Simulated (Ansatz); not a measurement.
Ansatz results at the PBE0-D4/def2-TZVP geometry: HOMO–LUMO gap (B3LYP/def2-TZVPP) 7.32 eV; HOMO–LUMO gap (PBE/def2-TZVPP) 5.53 eV; HOMO–LUMO gap (PBE0/def2-TZVPP) 7.79 eV.

Each molecule was computed in one conformer, which needn't be the lowest.

Q: Which molecule gave them?
A. `CN[SiH]([SiH3])Cl`
B. `[SiH3]CN[SiH2]Cl`
C. `O=C[SiH](Cl)O[SiH3]`
D. `N[SiH2]C[SiH2]Cl`

A: D. The others give `[SiH3]CN[SiH2]Cl`: 7.03, 5.34, 7.49; `CN[SiH]([SiH3])Cl`: 6.73, 4.96, 7.13; `O=C[SiH](Cl)O[SiH3]`: 4.91, 2.75, 5.36.

B3LYP here is the variant with VWN-RPA as its local correlation; programs differ in this.
